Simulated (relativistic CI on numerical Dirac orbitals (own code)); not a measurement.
**Energy levels of Ho XXVIII**

Computed by Dirac-Coulomb-Breit CI, KLI orbitals optimised for each configuration, model QED (radiative potential, 1s self-energy scaled to tabulated hydrogen-like ionisation energies), unscaled Slater integrals (own radial code, finite nucleus).

CI space (outside the closed core [Ar] 3d10): 4s²4p⁶4d⁴, 4s²4p⁵4d⁵, 4s²4p⁶4d³4f, 4s4p⁶4d⁵, 4s4p⁶4d⁴4f, 4s²4p⁶4d³5s, 4s²4p⁶4d³5d, 4s²4p⁶4d³6s, 4p⁶4d⁶, 4p⁵4d⁷, 4s²4p⁶4d²5s², 4s²4p⁶4d4f5s², 4s4p⁶4d²4f5s², 4s²4p⁶4d5s²5d, 4p⁶4d⁵5s, 4p⁵4d⁶5s. Double excitations out of closed p, d and f shells are left out; levels of such configurations are missing from the list, as are those of other unlisted configurations, and high levels can miss mixing partners.

The lowest level is 4s²4p⁶4d⁴ ³P0, with 53 % of that term; Hund's rules for 4s²4p⁶4d⁴ give ⁵D with J = 0, of which the calculation keeps J, while another term leads.

```csv
No.,Configuration,Term,J,E (eV),%,Next component (%),Lifetime (s)
1,4s²4p⁶4d⁴,³P,0,0.0000,53,38 ⁵D,
2,4s²4p⁶4d⁴,⁵D,1,6.9979,69,30 ³P,1.88e-04
3,4s²4p⁶4d⁴,⁵D,2,10.6732,68,9 ³D,1.19e-03
4,4s²4p⁶4d⁴,³F,4,11.5664,31,20 ³H,
5,4s²4p⁶4d⁴,⁵D,3,12.2564,46,23 ³F,1.83e-02
6,4s²4p⁶4d⁴,⁵D,0,17.4521,58,22 ³P,4.28e-05
7,4s²4p⁶4d⁴,⁵D,4,18.4494,43,41 ³H,1.72e-04
8,4s²4p⁶4d⁴,³F,2,19.0982,36,23 ⁵D,7.67e-05
9,4s²4p⁶4d⁴,³G,3,19.3123,49,35 ⁵D,1.42e-04
10,4s²4p⁶4d⁴,³H,5,20.9552,70,30 ³G,2.76e-04
11,4s²4p⁶4d⁴,³P,1,21.5989,53,29 ³D,8.96e-05
12,4s²4p⁶4d⁴,³H,6,22.1689,56,44 ¹I,1.15e-01
13,4s²4p⁶4d⁴,³G,4,23.4847,61,34 ¹G,5.84e-04
14,4s²4p⁶4d⁴,³F,3,23.7657,42,35 ³D,1.64e-04
15,4s²4p⁶4d⁴,³D,2,23.8641,40,30 ³P,4.33e-04
16,4s²4p⁶4d⁴,³F,4,27.7202,44,29 ⁵D,7.68e-05
17,4s²4p⁶4d⁴,³F,2,27.9653,38,31 ³P,5.93e-05
18,4s²4p⁶4d⁴,³F,3,29.7956,48,19 ³G,4.59e-05
19,4s²4p⁶4d⁴,³F,4,31.3781,45,37 ¹G,8.93e-05
20,4s²4p⁶4d⁴,³D,1,31.4556,66,22 ³P,3.39e-05
21,4s²4p⁶4d⁴,³G,5,31.5989,70,30 ³H,1.00e-04
22,4s²4p⁶4d⁴,¹I,6,32.2424,56,44 ³H,1.08e-04
23,4s²4p⁶4d⁴,³P,2,32.6616,59,19 ³D,2.78e-04
24,4s²4p⁶4d⁴,¹S,0,34.0054,51,47 ³P,6.52e-05
25,4s²4p⁶4d⁴,³F,2,34.9210,59,34 ³P,4.90e-05
26,4s²4p⁶4d⁴,¹F,3,35.3105,42,32 ³D,6.76e-05
27,4s²4p⁶4d⁴,³F,3,39.9488,69,28 ¹F,8.58e-05
28,4s²4p⁶4d⁴,³P,1,40.0589,94,4 ³D,5.05e-05
29,4s²4p⁶4d⁴,¹S,0,40.3516,49,48 ³P,1.10e-04
30,4s²4p⁶4d⁴,¹G,4,40.6759,77,16 ³F,4.58e-05
```

Energies count from the lowest computed level; lifetimes are radiative, by E1, M1, E2, M2, E3 decay to levels of this space only; some are left blank where a channel outside the calculation adds to the decay or the decay crosses a small, uncertain gap.

The mean weight of the leading LS term, summed over parents, in these 30 levels is 55 %, and that of the leading jj configuration (from the same eigenvectors) 84 %, so jj coupling describes them better and the LS labels are nominal.

At this charge energies of transitions that change n are usually good to better than 1 %, and those within a shell (Δn = 0) to a few per cent. Terms inside the open d or f shell come out 10 to 20 % too wide with unscaled integrals.

LS names give the leading component of a level, which can be under half, so a name can repeat, a term be missing and a line seem to break the LS rules.
